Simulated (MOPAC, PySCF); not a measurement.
H₄O₄Sn, SMILES `[OH][Sn]([OH])([OH])[OH]`, neutral singlet in the gas phase. 

Cartesian coordinates (Å):
SMILES: [Sn]([OH])([OH])([OH])[OH]
```xyz
9

O     -0.2288    -1.4831     1.2878
Sn     0.0000     0.0000    -0.0001
O      1.9205     0.0317    -0.4704
O     -0.4355     1.8099     0.6673
O     -1.2562    -0.3586    -1.4848
H      0.5770    -1.6115     1.8104
H      2.1899     0.9182    -0.7542
H     -1.3764     2.0048     0.5424
H     -1.3905    -1.3114    -1.5983
```
Charge 0, spin multiplicity 1.

All levels are single points at this geometry (B3LYP-D3(BJ)/def2-SVP); Pople sets use spherical d functions. Orbital energies aren't observables, and empty levels follow the basis.

B3LYP/LANL2DZ in PySCF gives dipole (D) = 0.00.

Estimate the dipole (D) from each of these levels: B3LYP-D3(BJ)/def2-TZVP in PySCF; PBE/6-31G* (LANL2DZ on Sn) in PySCF; SVWN5/6-31G* (LANL2DZ on Sn) in PySCF; PM3 in MOPAC; PM7 in MOPAC.


```csv
level,dipole (D)
B3LYP-D3(BJ)/def2-TZVP in PySCF,0.00
PBE/6-31G* (LANL2DZ on Sn) in PySCF,0.00
SVWN5/6-31G* (LANL2DZ on Sn) in PySCF,0.00
PM3 in MOPAC,0.00
PM7 in MOPAC,0.00
```
